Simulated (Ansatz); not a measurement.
Ansatz (a program for electronic structure) input (B3LYP/def2-SVP):

Ansatz 0.2 input:
```yaml
crystal:
  periodic: [false, false, false]
  atoms:
    - {symbol: Ta, position_ang: [0.06983700, -0.07420300, -0.16892000]}
    - {symbol: O, position_ang: [-1.45356100, -0.76322500, 0.39346000]}
    - {symbol: O, position_ang: [-0.56598100, 1.56850300, -0.26386800]}
    - {symbol: F, position_ang: [1.22869300, -0.11393300, 1.25493400]}
basis:
  gaussian:
    orbitals: def2-SVP
hamiltonian:
  xc: {name: B3LYP}
total_charge: 1
magnetization: {spin_polarized: true, initial_magnetization: 1}
output: {forces: true}
```

Output:

```
Functional definition: B3LYP
integrals: 0.03 GiB planned
695 factors; integrals over basis functions are off by at most 6.5e-4 eV
mean field: 0.33 GiB planned
mean field evaluation 1: about -8325.2995 eV, gradient 8.1e1 eV
mean field evaluation 2: about -7996.5359 eV, gradient 2.6e2 eV
mean field evaluation 4: about -8345.5429 eV, gradient 3.7e1 eV
mean field evaluation 8: about -8350.4293 eV, gradient 5.8e-1 eV
mean field evaluation 16: about -8350.5024 eV, gradient 1.6e-3 eV
mean field -8350.50235759 eV, -306.8753014677 hartree, gradient 5.5e-5 eV, S^2 0.795443; 2 other end points of the search recorded, 0 dependent functions left out
the calculation of the forces begins
reference -8350.50260909 eV, -306.8753107100 hartree; 19, 18 occupied and 55, 56 virtual orbitals, 695 factors
Total energy: -8350.50260909 eV, -306.8753107100 hartree
Atom 0 at     0.069837    -0.074203    -0.168920 Å, force     0.093345    -0.140870    -0.373662 eV/Å
Atom 1 at    -1.453561    -0.763225     0.393460 Å, force    -0.101389     0.011833     0.093515 eV/Å
Atom 2 at    -0.565981     1.568503    -0.263868 Å, force    -0.068357     0.098609     0.069052 eV/Å
Atom 3 at     1.228693    -0.113933     1.254934 Å, force     0.076401     0.030427     0.211096 eV/Å
Dipole moment:     0.437574    -0.424037    -0.913330 e Å
```

The dipole moment of an ion depends on the origin.

The geometry given is a B3LYP-D3(BJ)/def2-TZVP minimum.
